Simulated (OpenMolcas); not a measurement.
**Dy3+ in Cs2NaYCl6**

Dy3+ with its 6 nearest chloride ions at 2.654 Å, on the Y site of Cs2NaYCl6 (a = 10.7396 Å, distance in the model lattice 2.619 Å). The rest of the host is ab initio model potentials to 7.6 Å, with orthogonalisation functions on the cations behind the ligands, and point charges beyond; the distance is set by hand and nothing relaxes. Ligand basis ANO-RCC-VDZP.
```
Dy    0.0000    0.0000    0.0000
Cl    2.6540    0.0000    0.0000
Cl    0.0000    2.6540    0.0000
Cl   -2.6540    0.0000    0.0000
Cl    0.0000   -2.6540    0.0000
Cl    0.0000    0.0000    2.6540
Cl    0.0000    0.0000   -2.6540
```

```
Program             : OpenMolcas 26.06
Method              : CASSCF
Basis               : ANO-RCC-VDZP [7s6p4d2f1g]
Scalar Hamiltonian  : DKH2, point nucleus
Active space        : 9 electrons in 7 orbitals (4f)
State averaging     : 2S+1 = 6 odd, 21 roots; 2S+1 = 4 odd, 115 roots kept (CI in the orbitals of an earlier block, 108 in the spin-orbit step); 2S+1 = 2 odd, 82 roots kept (CI in the orbitals of an earlier block, 41 in the spin-orbit step)
Spin-orbit coupling : state interaction with AMFI integrals over the reference wave functions
```

The lowest spin-free states (labels of O, the rotations of Oh), above the lowest:

```tsv
State	Degeneracy	E (cm-1)	Free-ion L (%)
6T1	3	0.0	H (100)
6T2	3	179.6	H (100)
6E	2	288.6	H (100)
6T1	3	339.6	H (100)
6T1	3	7523	F (100)
6T2	3	7654	F (100)
6A2	1	7749	F (100)
4E	2	24716	I (99)
4T2	3	24725	I (99)
4A2	1	24753	I (98)
4T2	3	24810	I (81)
4T1	3	24835	I (73)
4A1	1	24921	I (97)
4T1	3	25024	F (62)
4T2	3	25069	M (71)
4T1	3	25090	M (64)
4T2	3	25134	F (60)
4A1	1	25260	M (98)
4T1	3	25262	M (99)
4E	2	25263	M (100)
```

The lowest levels with spin-orbit coupling:

```csv
E (cm-1),Degeneracy,Label,2S+1,J,|mJ| (%),g
0.0,2,Γ6,6,7.51,1/2 (52),6.63 6.63 6.63
20.5,4,Γ8,6,7.51,3/2 (32),
95.9,2,Γ7,6,7.51,13/2 (40),7.52 7.52 7.52
192.2,4,Γ8,6,7.51,7/2 (39),
234.5,4,Γ8,6,7.51,11/2 (39),
3612,2,Γ7,6,6.51,3/2 (42),5.26 5.26 5.26
3614,4,Γ8,6,6.51,1/2 (41),
3667,2,Γ7,6,6.51,11/2 (44),4.41 4.41 4.41
3676,4,Γ8,6,6.51,7/2 (33),
3694,2,Γ6,6,6.51,9/2 (69),6.32 6.32 6.32
6177,2,Γ7,6,5.51,3/2 (46),4.41 4.41 4.41
6178,2,Γ6,6,5.51,7/2 (73),4.35 4.35 4.35
6182,4,Γ8,6,5.51,5/2 (38),
6214,4,Γ8,6,5.51,1/2 (38),
8121,4,Γ8,6,4.51,5/2 (50),
8142,4,Γ8,6,4.51,3/2 (50),
8198,2,Γ6,6,4.51,1/2 (58),4.00 4.00 4.00
9665,4,Γ8,6,3.52,3/2 (37),
9680,2,Γ7,6,3.51,5/2 (75),2.25 2.25 2.25
9729,2,Γ6,6,3.59,1/2 (57),2.11 2.11 2.11
```

Powder χT (cm3 K/mol): 5.42 at 2 K, 9.93 at 10 K, 13.1 at 50 K, 13.6 at 100 K, 13.9 at 200 K, 14 at 300 K. The effective moment at 300 K is 2.828 √(χT) = 10.56 μB.

Hund's rules give f9 the level 6H15/2 with g = 1.333, so an isolated free-ion multiplet has χT = g² J(J+1) / 8 = 14.167 cm3 K/mol. The computed 13.955 at 300 K differs by -1 %, through the field's splitting, the mixing of terms and any other multiplet in reach.

Stevens parameters of the J = 15/2 multiplet, which is 234 cm-1 wide (cm-1, z along the main axis): B40 = -6.778e-03, B44 = -3.392e-02, B60 = 8.792e-06, B64 = -1.848e-04.

Metal share of the active 4f orbitals (Löwdin): 100, 100, 100, 100, 100, 100, 100 %; Mulliken charge of the metal 1.67.

High states are left out of the spin-orbit mixing, which shifts the levels that they would mix with. Without dynamic correlation the ligand-field splitting of an f shell can come out too small, at times by half. The first state left out of the spin-orbit step lies near 42000 cm-1 above the lowest spin-free state of the reference (among the parities and spins computed), and the lists stop at four fifths of that energy or lower. No measured value stands beside these numbers; the geometry was set by hand and not optimised.
